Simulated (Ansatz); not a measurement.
Input for Ansatz (development build ahead of 0.2.0):

```yaml
crystal:
  periodic: [false, false, false]
  atoms:
    - { symbol: Cr, position_ang: [0.0, 0.0, 0.0] }
    - { symbol: O, position_ang: [0.0, 0.0, 2.592] }
basis:
  gaussian: { orbitals: def2-SVP }
magnetization:
  spin_polarized: true
  initial_magnetization: 4
hamiltonian:
  xc: pbe0
output:
  forces: true
```

The input is written out in the form of the current development build from the run's settings.

The run gave:

```json
{"Converged": "yes", "Total energy": "-1119.05655 hartree", "Spin squared of the determinant": "7.336", "Stability test": "minimum"}
```

Forces (eV/Å):
```csv
atom,Fx,Fy,Fz
Cr1,0.000,0.000,2.001
O2,0.000,0.000,-2.001
```

Caution: the unrestricted determinant is a mixture of spin states.
